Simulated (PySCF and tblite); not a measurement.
Results of a calculation; reference values are marked as such.
Molecule: C4H12N2Si, numbered as in [CH3:1][CH2:2][N:3]1[CH2:4][CH2:5][NH:6][SiH2:7]1.

The mean out-of-plane torsion at N6 (0° is planar) is held and the rest relaxed at GFN2-xTB. Energies: PBE0/pcSseg-1 + D3(BJ). Programs: tblite and PySCF.

GFN2-xTB profile:

(out-of-plane angle °, kcal/mol): (-28, 0.24), (-22, 0.00), (-16, 0.15), (-8, 0.54), (0, 0.94), (7, 1.24), (15, 1.50), (21, 1.81), (28, 2.25)

Problem. Give the DFT energy and dipole along the out-of-plane angle.

Solution. 
```
out-of-plane angle °  E kcal/mol  dipole D
                 -28        0.63      0.87
                 -22        0.16      0.79
                 -16        0.00      0.77
                  -8        0.17      0.82
                   0        0.42      0.91
                   7        1.01      1.02
                  15        1.47      1.17
                  21        1.96      1.31
                  28        1.24      1.54
```

Problem. Where is the lowest sampled point, and what does the planar form cost?

Solution. At -16°; the point at 0° lies 0.42 kcal/mol above it.
